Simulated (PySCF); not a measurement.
Two species compared at the same levels of theory.

First species: GeHCl3.
Structure used (PBE0-D3(BJ)/def2-SVP), in Å, numbered top down from 1:
```
atom  x, y, z in Å
Ge1   -0.0052   -0.0013    0.1497
H2    -0.0493   -0.0213    1.6751
Cl3    2.0124    0.0064   -0.5472
Cl4   -0.9805    1.7370   -0.6171
Cl5   -0.9773   -1.7209   -0.6606
```

Second species: [In(CN)4]-, C₄InN₄ (charge -1).
SMILES: `N#[C][In-]([C]#N)([C]#N)[C]#N`

Levels: B3LYP/def2-SVPD for HOMO energy, LUMO energy, HOMO–LUMO gap and static isotropic polarisability; TDDFT B3LYP/def2-SVPD for lowest singlet excitation; TDA B3LYP/def2-SVPD for lowest triplet excitation (Tamm–Dancoff). Geometries: PBE0-D3(BJ)/def2-SVP. Each structure is a single optimised conformer of the isolated species (atoms past krypton carry core potentials, spin–orbit coupling is left out). Electronic properties by PySCF.

Values for the first species:

```
HOMO energy                              : -9.17 eV
LUMO energy                              : -2.04 eV
HOMO–LUMO gap                            : 7.13 eV
Lowest singlet excitation                : 6.02 eV
Lowest triplet excitation (Tamm–Dancoff) : 5.66 eV
Static isotropic polarisability          : 71.7 au
```

Question: Estimate the same properties for the second species, and the change in each.

Answer: 
```tsv
property	first	second	second less first
HOMO energy	-9.17 eV	-6.04 eV	+3.13 eV
LUMO energy	-2.04 eV	2.36 eV	+4.40 eV
HOMO–LUMO gap	7.13 eV	8.40 eV	+1.27 eV
lowest singlet excitation	6.02 eV	7.13 eV	+1.11 eV
lowest triplet excitation (Tamm–Dancoff)	5.66 eV	5.98 eV	+0.32 eV
static isotropic polarisability	71.7 au	94.4 au	+22.7 au
```

On the first: No computed singlet falls in the visible range (750 to 380 nm, 1.65 to 3.26 eV); S1 lies 2.76 eV above its blue end. The 15 singlets span 6.02 to 8.20 eV, and their oscillator strengths add up to 0.22. The calculation is non-relativistic and has no spin–orbit coupling, an omission that weighs most on germanium.

On the second: S1 lies 1.27 eV below the HOMO–LUMO gap. The vertical singlet–triplet gap S1 − T1 is 1.15 eV (TDDFT singlet less Tamm–Dancoff triplet). Atoms past krypton carry effective core potentials; spin–orbit coupling is left out. The geometry's basis has no diffuse functions, a weakness for an anion.
